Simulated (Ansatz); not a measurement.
Start from `CCS[SiH3]` and change one atom or group to get `CCSSC`.

Ansatz, PBE0-D4/def2-TZVP geometries, multiplicity 1. Each molecule was computed in one conformer, which needn't be the lowest.

```json
{"property": "HOMO–LUMO gap (ωB97M-V/def2-TZVPP) / eV", "`CCS[SiH3]`": "11.01"}
{"property": "HOMO energy (PBE0/def2-TZVPP) / eV", "`CCS[SiH3]`": "-6.90"}
{"property": "HOMO–LUMO gap (PBE0/def2-TZVPP) / eV", "`CCS[SiH3]`": "7.11"}
{"property": "LUMO energy (PBE/def2-TZVPP) / eV", "`CCS[SiH3]`": "-0.67"}
{"property": "size of the dipole moment (PBE/def2-TZVPP) / D", "`CCS[SiH3]`": "1.52"}
{"property": "LUMO energy (B3LYP/def2-TZVPP) / eV", "`CCS[SiH3]`": "-0.01"}
```

(1) Give the same properties after the change, and the shifts. (Estimate.)

Results:

(1) Ansatz gave: 
| property | `CCSSC` | shift |
| --- | --- | --- |
| HOMO–LUMO gap (ωB97M-V/def2-TZVPP) / eV | 10.84 | -0.17 |
| HOMO energy (PBE0/def2-TZVPP) / eV | -6.67 | 0.23 |
| HOMO–LUMO gap (PBE0/def2-TZVPP) / eV | 6.62 | -0.49 |
| LUMO energy (PBE/def2-TZVPP) / eV | -1.06 | -0.39 |
| size of the dipole moment (PBE/def2-TZVPP) / D | 1.98 | 0.46 |
| LUMO energy (B3LYP/def2-TZVPP) / eV | -0.28 | -0.27 |

With PBE0 the HOMO rises by 0.23 eV and the LUMO falls by 0.25 eV, so the gap narrows by about 0.48 eV. PBE moves the HOMO by 0.21 eV and ωB97M-V by 0.25 eV. The zero-point energy changes by 35.6 kJ/mol with +3 modes. Dipoles are sizes alone; their direction can turn.

B3LYP here is the variant with VWN-RPA as its local correlation; programs differ in this.
